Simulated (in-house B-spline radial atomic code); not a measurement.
PBE hybrid excitations of Hf V (Hf4+)

Method: PBE hybrid with 1 exact exchange. Computed with a B-spline radial code for spherical atoms: linear response of the closed shell [Xe] 4f14 with the functional's adiabatic kernel; scalar-relativistic (spin-free one-electron X2C), finite nucleus, no spin-orbit coupling, no double excitations, S, P, D and F terms only; shells from n = 3 respond. Only terms of natural parity with L up to 3 were computed.

Spin-orbit coupling is strong here, so these LS terms don't match observed levels.

Command:
```bash
python run_td.py task.json out
```
Settings (radii: box in bohr, nucleus in fm):
```
Z                        72
electrons                68
configuration            [Xe] 4f14
hamiltonian              x2c
method                   pbeh
box_radius               19.1
exact_exchange_fraction  1
rms_radius               5.347
intervals                71
```

Time taken, with all properties: 9.2 s on 1 thread of Arm Neoverse N1 (shared host).

The lowest states, in the order of their Tamm-Dancoff energies; the method's threshold (minus the highest occupied level) is 73.75 eV. Labels give the largest channel, * marks a mixed state, and oscillator strengths are full-response dipole values. Semilocal kernels can invert the small singlet-triplet splittings of Rydberg terms. Energies in eV:

```json
{"state": "4f → 5d 3P", "full response": "?", "Tamm-Dancoff": "?", "oscillator strength": "-"}
{"state": "4f → 5d 3F", "full response": "?", "Tamm-Dancoff": "?", "oscillator strength": "-"}
{"state": "4f → 5d 1F", "full response": "24.639", "Tamm-Dancoff": "24.654", "oscillator strength": "-"}
{"state": "4f → 5d 1P", "full response": "24.950", "Tamm-Dancoff": "25.216", "oscillator strength": "0.142"}
{"state": "4f → 6s 3F", "full response": "31.40", "Tamm-Dancoff": "31.42", "oscillator strength": "-"}
{"state": "4f → 6s 1F", "full response": "31.58", "Tamm-Dancoff": "31.60", "oscillator strength": "-"}
{"state": "5p → 5d 3P", "full response": "35.21", "Tamm-Dancoff": "35.36", "oscillator strength": "-"}
{"state": "5p → 5d 3F", "full response": "36.01", "Tamm-Dancoff": "36.32", "oscillator strength": "-"}
{"state": "5p → 5d 1F", "full response": "38.34", "Tamm-Dancoff": "38.42", "oscillator strength": "-"}
{"state": "4f → 6p 3D", "full response": "39.47", "Tamm-Dancoff": "39.48", "oscillator strength": "-"}
```

Question: Where does 4f → 5d 3F lie?

Answer: At 23.843 eV in full response, 23.937 eV in Tamm-Dancoff.

Question: Where does 4f → 5d 3P lie?

Answer: At 22.194 eV in full response, 22.360 eV in Tamm-Dancoff.

Question: How large is the singlet-triplet splitting of 4f → 5d (F terms) in Tamm-Dancoff?

Answer: 0.717 eV, from the unrounded values.

Question: What polarisabilities and dispersion coefficient does the method give?

Answer: Dipole 3.132 bohr³, quadrupole 4.86 bohr⁵, C6 14.26 hartree·bohr⁶ for two such species.
